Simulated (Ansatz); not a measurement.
Geometry optimisation, RHF/cc-pVDZ in Ansatz.

The input (input.yaml):

```yaml
crystal:
  periodic: [false, false, false]
  atoms:
    - { symbol: C, position_ang: [-0.5813, 0.3911, -0.9712] }
    - { symbol: O, position_ang: [-1.0292, -0.0248, 0.287] }
    - { symbol: B, position_ang: [0.1438, -0.1821, 1.1088] }
    - { symbol: O, position_ang: [0.937, -1.4612, 1.1722] }
    - { symbol: F, position_ang: [0.6456, 0.9082, 1.9186] }
    - { symbol: H, position_ang: [-1.5383, 0.5782, -1.6087] }
    - { symbol: H, position_ang: [0.0504, -0.3014, -1.4976] }
    - { symbol: H, position_ang: [-0.0925, 1.4486, -0.9318] }
    - { symbol: H, position_ang: [1.5531, -1.4029, 0.5056] }
basis:
  gaussian: { orbitals: cc-pVDZ }
hamiltonian:
  xc: hf
relax:
  f_tol: 0.015
  max_steps: 40
```

Launched with:

```bash
$ ansatz run input.yaml --threads 1 --pin off --max-ram 2048MiB --backend cpu --events-out ev --progress --plain --runs-dir out
```

Where does it end, and by what steps?

The forces met the threshold. The force dipped under the threshold on the way, but the program's further checks kept it going. After 28 steps the energy has fallen by 2.086 eV; F5 moved furthest, 1.17 Å.

```
step  energy less start (eV)  largest force component (eV/Å)  accepted
   0                  0.0000                           4.292       yes
   1                 -1.0485                           1.952       yes
   2                 -1.2056                           0.949       yes
   3                 -1.2663                           1.122       yes
   4                 -1.2970                           3.259       yes
   5                 -1.6098                           1.239       yes
   6                 -1.7039                           0.688       yes
   7                 -1.7517                           2.751       yes
   8                 -1.9840                           0.934       yes
   9                 -2.0560                           0.518       yes
  10                 -2.0766                           0.106       yes
  11                 -2.0775                           0.115       yes
  12                 -2.0733                           0.314        no
  13                 -2.0789                           0.070       yes
  14                 -2.0788                           0.202        no
  15                 -2.0801                           0.064       yes
  16                 -2.0806                           0.102       yes
  17                 -2.0814                           0.122       yes
  18                 -2.0831                           0.053       yes
  19                 -2.0834                           0.155       yes
  20                 -2.0845                           0.063       yes
  21                 -2.0852                           0.013       yes
  22                 -2.0852                           0.076        no
  23                 -2.0855                           0.034       yes
  24                 -2.0853                           0.098        no
  25                 -2.0741                           0.550        no
  26                 -2.0856                           0.002       yes
  27                 -2.0858                           0.021       yes
  28                 -2.0858                           0.012       yes
```

```xyz
9
Properties=species:S:1:pos:R:3
C -0.703 0.414 -1.068
O -0.708 0.449 0.339
B 0.260 -0.137 1.054
O 1.292 -0.792 0.479
F 0.188 -0.063 2.386
H -1.595 0.934 -1.409
H -0.722 -0.612 -1.436
H 0.179 0.915 -1.469
H 1.898 -1.155 1.107
```

Whether the end is a true minimum wasn't checked by a vibrational analysis.

Time of the run: 79 s on 1 thread of Intel(R) Xeon(R) Processor @ 2.70GHz, on a shared host, peak memory 0.17 GiB.
